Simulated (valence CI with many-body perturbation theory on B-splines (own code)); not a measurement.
**Sensitivity of CI+MBPT for Hf⁺**

Computed by relativistic CI+MBPT: three valence electrons over a frozen Dirac-Fock core [Xe] 4f14, a basis of 6 s, 6 p, 5 d, 5 f, 1 g functions for each j, with the one-electron correlation potential Σ1 (screened to all orders), the two-electron term Σ2, the three-electron term Σ3, Breit, model QED; selected single and double excitations, second order for the rest, scaled by the run's own slope (own B-spline code, finite nucleus).

Set against measurement, 6 paired levels are off by 596 cm⁻¹ on average, the worst by 847. These come from a selection out of the NIST Handbook of Basic Atomic Spectroscopic Data. Levels without a partner in it may be off by more, other configurations by 1,000 to 4,000 cm⁻¹. Only levels of the ground parity were solved; by the run's estimate the other parity begins above the list, which can be wrong where configurations are misplaced.

The reference run has the lowest level 5d6s² ²D_3/2 and an ionisation energy of 14.3099 eV. Its largest variational space holds 6118 state functions.

Names give the largest LS component (configuration and term), which can be under half, so a name can repeat, a term be missing and a line seem to break the LS rules; names also repeat where a configuration has a term twice. Letters in brackets count levels of one name in rising energy.

Changed runs:
A. selection threshold (hartree) 2e-08 → 1e-06; factor on the speed of light 1 → 100; QED terms on → off
B. box radius (bohr) 28.009 → 20.1
C. QED terms on → off
D. start configuration 5d1 6s2 → 5d1 6s3 (bad on purpose)

Excitation energies of the reference run in cm⁻¹, and shifts in cm⁻¹:

```csv
Level,Reference,B,C
5d6s² ²D_5/2,2799,+0.5,+35
5d²6s ⁴F_3/2,2965,+1.4,+119
5d²6s ⁴F_5/2,4295,+1.3,+82
5d²6s ⁴F_7/2,5531,+1.6,+119
5d²6s ⁴F_9/2,7515,+1.8,+111
5d²6s ²F_5/2,11459,+2.6,+138
5d²6s ⁴P_1/2,11611,+2.0,+122
5d²6s ⁴P_3/2,12552,+2.4,+116
5d²6s ⁴P_5/2,13110,+2.6,+112
5d²6s ²D_3/2 [a],13852,+2.0,+148
5d²6s ²F_7/2,14395,+2.6,+138
5d²6s ²P_1/2,14418,+1.3,+167
Ionisation energy (eV),14.3099,+0.00045,+0.0301
```

Run A ends with another lowest level, 5d³ ⁴F_3/2, and an ionisation energy of 12.8790 eV.

Run D: It gave no result: a shell was given more electrons than it holds. The program said: "a valence shell holds more than 4l+2 electrons".
